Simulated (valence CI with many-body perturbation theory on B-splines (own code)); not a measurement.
## A CI+MBPT run for Pt XXXVII

Calculated by relativistic CI+MBPT: six valence electrons over a frozen Dirac-Fock core [Kr], a basis of 7 s, 7 p, 8 d, 6 f, 4 g, 1 h functions for each j, with the one-electron correlation potential Σ1 (screened to all orders), the two-electron term Σ2, the three-electron term Σ3, Breit, model QED; selected single and double excitations, second order for the rest, scaled by the run's own slope (own B-spline code, finite nucleus).

Command, and the settings that its task file holds:

```sh
python run_cv.py task.json out
```

```
atom Pt  Z=78  mass_number=195  rms_radius_fm=5.4270
core [Kr]
valence 4d6
avg = 1
basis = M
breit = 1
cap = 60000
capref = 1200
cscale = 1
de = 0.0
dress = 0
eps = 2e-08
extrap = 1
h = 0.27
hh = 1
l2 = 3
lcore = 6
maxit = 60
n2 = 5
natural = 1
nlev = 35
nno = [4, 4, 5, 4, 3, 1]
nroot = 26
nsp = [3, 3, 3, 2, 1, 0]
pt2 = 1
qed = 1
rpa = 1
s1 = 1
s2 = 1
s3 = 1
screen = 1
tol = 2e-05
whole = 1
```

Q: Roughly how long does this run take on one core of Intel(R) Xeon(R) Processor @ 2.30GHz, and how much memory?

A: 25 min on 1 thread of Intel(R) Xeon(R) Processor @ 2.30GHz (shared host), peak memory 1.8 GiB.

Log. The first blocks belong to the next ion, which gives the ionisation energy. Fields: 2J, parity (1 odd), roots, reference size, generating configurations, candidates as configurations/state functions, variational space P, stored matrix elements, Davidson steps; e2 is the range of second-order energies in hartree. The first line gives the box (bohr), its intervals, the orbitals and the steps of their self-consistent field. Window is the range of levels sought, series limit the energy at which the first omitted orbital would enter, core excitation an estimate of the first excitation out of the core, left out the lowest levels not solved, and shifts from estimates the range by which levels moved from their first estimate, all in cm⁻¹.

```
rmax 4.0 intervals 58 orbitals 59 references ['4d6', '4d5 4f', '4d4 4f2', '4d5 5s', '4d5 5p'] scf 5 t 1.5
2J=5 par=0 roots 2 ref 10 generators 4 cand 3466/45082 P 633/5990 nnz 8.7e+06 it 6
2J=5 par=0 roots 2 ref 10 generators 12 cand 14860/476086 P 2142/29115 nnz 1.5e+08 it 6
   second order: generators 17 cand 14920/514082 e2 -0.00025 -0.00015
reference levels 2432, estimated 34, window 777193 1/cm; series limit 8491079, core excitation 1386488
2J=8 par=0 roots 7 ref 321 generators 14 cand 17651/1566618 P 556/11984 nnz 3e+07 it 7
2J=8 par=0 roots 7 ref 321 generators 16 cand 17257/1557442 P 1609/32936 nnz 2e+08 it 8
   second order: generators 28 cand 31278/3020202 e2 -0.00306 -0.00233
2J=4 par=0 roots 8 ref 273 generators 14 cand 17748/1207771 P 617/11983 nnz 2.9e+07 it 8
2J=4 par=0 roots 8 ref 273 generators 16 cand 17302/1198515 P 1838/33382 nnz 1.9e+08 it 9
   second order: generators 28 cand 30395/2307170 e2 -0.00245 -0.00140
2J=0 par=0 roots 5 ref 76 generators 14 cand 16822/276349 P 2491/11999 nnz 2.1e+07 it 5
2J=0 par=0 roots 5 ref 76 generators 16 cand 14879/266920 P 4016/28588 nnz 6.4e+07 it 6
   second order: generators 30 cand 31798/565320 e2 -0.00029 -0.00013
2J=6 par=0 roots 6 ref 300 generators 10 cand 15582/1429408 P 472/11970 nnz 3.1e+07 it 8
2J=6 par=0 roots 6 ref 300 generators 12 cand 16080/1449961 P 1303/31888 nnz 1.9e+08 it 8
   second order: generators 24 cand 29693/2761400 e2 -0.00276 -0.00200
2J=2 par=0 roots 4 ref 168 generators 10 cand 15481/769711 P 816/11999 nnz 2.9e+07 it 7
2J=2 par=0 roots 4 ref 168 generators 12 cand 15699/777594 P 2257/33187 nnz 1.8e+08 it 8
   second order: generators 20 cand 27217/1411703 e2 -0.00074 -0.00057
2J=10 par=0 roots 2 ref 272 generators 6 cand 14757/1465197 P 468/11928 nnz 3.3e+07 it 5
2J=10 par=0 roots 2 ref 272 generators 9 cand 16034/1492122 P 1270/30353 nnz 2e+08 it 5
   second order: generators 13 cand 22239/2246310 e2 -0.00191 -0.00184
2J=12 par=0 roots 2 ref 232 generators 6 cand 14621/1302691 P 616/11998 nnz 3.4e+07 it 5
2J=12 par=0 roots 2 ref 232 generators 9 cand 15782/1322847 P 1578/30639 nnz 1.9e+08 it 5
   second order: generators 14 cand 24107/2190195 e2 -0.00122 -0.00113
left out: unestimated 1692137, estimated none, shifts from estimates -604 to 1050
operators 3.6
```

The Davidson iterations converged.

The last digits are not significant, and no measured levels were compared; by estimate large intervals hold to a few tenths of a per cent, small ones and those within an open d or f shell to about a per cent. Core correlation moves these levels by up to 9300 cm⁻¹, and in measured spectra 5 to 20 % of such shifts remained as error; rates that hang on mixing are uncertain with them. Among the levels kept, up to 720 cm⁻¹ of a level comes from second order outside the variational space, and about a tenth of that is noise between levels of different J, which matters for small intervals. Only levels of the ground parity were solved; by the run's estimate the other parity begins above the list, which can be wrong where configurations are misplaced.

* Valence energy: -394.0059 hartree
* Ionisation energy: 1625.4 eV (NIST: 1624 ± 5 eV (theoretical))
* Reference configurations for the orbitals: 4d6, 4d5 4f, 4d4 4f2, 4d5 5s, 4d5 5p
* Radial orbitals: 59
* Box radius: 4.036 bohr
* Largest variational space: 33382
* Lowest levels: (4d3/2^4 4d5/2^2) J=4 0.0, (4d3/2^4 4d5/2^2) J=2 23434, (4d3/2^4 4d5/2^2) J=0 79243, (4d3/2^3 4d5/2^3) J=3 [a] 160400, (4d3/2^3 4d5/2^3) J=4 [a] 167970, (4d3/2^3 4d5/2^3) J=1 [a] 175910, (4d3/2^3 4d5/2^3) J=5 195220, (4d3/2^3 4d5/2^3) J=6 197550, (4d3/2^3 4d5/2^3) J=2 [a] 214570, (4d3/2^3 4d5/2^3) J=3 [b] 219750, (4d3/2^3 4d5/2^3) J=0 247180, (4d3/2^3 4d5/2^3) J=1 [b] 260200, (4d3/2^3 4d5/2^3) J=2 [b] 262060, (4d3/2^3 4d5/2^3) J=4 [b] 263500 cm⁻¹

Levels are named by their leading jj configuration (3d3/2^4 stands for four electrons in 3d with j = 3/2), which in mixed levels can hold well under half, so a name can repeat and another be missing. Letters in brackets count levels of one name in rising energy.
